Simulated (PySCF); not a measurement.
Methyl 3-chloropropanoate, C4H7ClO2.
Geometry (GFN2-xTB, Å), atoms numbered from 1 in this order:
```xyz
14
C4H7ClO2 angstrom
C     -2.4604   -0.3381    0.8228
O     -1.0522   -0.5350    0.8874
C     -0.3295    0.0742   -0.0558
O     -0.8001    0.7566   -0.9254
C      1.1472   -0.2148    0.1252
C      1.9638    0.4818   -0.9497
Cl     3.6973    0.1368   -0.7278
H     -2.8825   -0.8954    1.6545
H     -2.8504   -0.7082   -0.1272
H     -2.6984    0.7237    0.9110
H      1.4470    0.1208    1.1201
H      1.2957   -1.2958    0.0858
H      1.8367    1.5627   -0.9005
H      1.6851    0.1304   -1.9427
```

The closed-shell SCF was solved with PySCF and density fitting under several settings on one GFN2-xTB geometry (grid level 2 and gas phase unless stated).

```json
{"settings": "PBE0/pcSseg-1", "basis functions": "161", "SCF cycles": "14", "E (Eh)": "-766.7518", "HOMO (eV)": "-8.26", "LUMO (eV)": "0.11", "dipole (D)": "2.73"}
{"settings": "PBE0/def2-SVPD", "basis functions": "209", "SCF cycles": "14", "E (Eh)": "-766.4609", "HOMO (eV)": "-8.34", "LUMO (eV)": "-0.06", "dipole (D)": "2.64"}
{"settings": "HCTH407/Sadlej pVTZ, start guess atom, energy threshold 1e-11 Eh", "basis functions": "239", "SCF cycles": "15", "E (Eh)": "-767.4154", "HOMO (eV)": "-6.86", "LUMO (eV)": "-1.30", "dipole (D)": "2.57"}
{"settings": "BLYP/3-21G, energy threshold 1e-06 Eh", "basis functions": "81", "SCF cycles": "9", "E (Eh)": "-763.2626", "HOMO (eV)": "-5.90", "LUMO (eV)": "-0.33", "dipole (D)": "2.87"}
{"settings": "PBE0/6-31G*", "basis functions": "116", "SCF cycles": "14", "E (Eh)": "-766.7788", "HOMO (eV)": "-7.98", "LUMO (eV)": "0.41", "dipole (D)": "2.70"}
```

**Question.** Estimate the rows for these settings: (1) KT2/6-311G**, IEF-PCM water; (2) PBE0/3-21G, grid level 3.

**Answer.** 
| settings | basis functions | SCF cycles | E (Eh) | HOMO (eV) | LUMO (eV) | dipole (D) |
| --- | --- | --- | --- | --- | --- | --- |
| KT2/6-311G**, IEF-PCM water | 176 | 16 | -775.7485 | -6.70 | -0.77 | 3.25 |
| PBE0/3-21G, grid level 3 | 81 | 14 | -762.8922 | -7.89 | 0.50 | 2.94 |

**Question.** Over all rows, what range does the HOMO–LUMO gap span?

**Answer.** From 5.56 eV to 8.39 eV.

**Question.** And the dipole moment?

**Answer.** From 2.57 D (HCTH407/Sadlej pVTZ, start guess atom, energy threshold 1e-11 Eh) to 3.25 D (KT2/6-311G**, IEF-PCM water); the largest is 1.26 times the smallest, and the median is 2.73 D.

**Question.** Compare two rows with the functional PBE0: PBE0/6-31G* and PBE0/def2-SVPD. Which energy is lower, and by how much?

**Answer.** PBE0/6-31G* (116 functions) lies 0.3179 Eh or 199 kcal/mol below PBE0/def2-SVPD (209 functions). The smaller set gives the lower energy; the two sets aren't nested, so the variational bound doesn't order them by size.

Cycle counts include a coarse-grid stage where the run had one. All basis functions are spherical, in the Pople sets too. KT2 was designed for NMR shieldings or shifts; total energies of different functionals aren't comparable. The structure is a single GFN2-xTB conformer; no vibrational corrections.
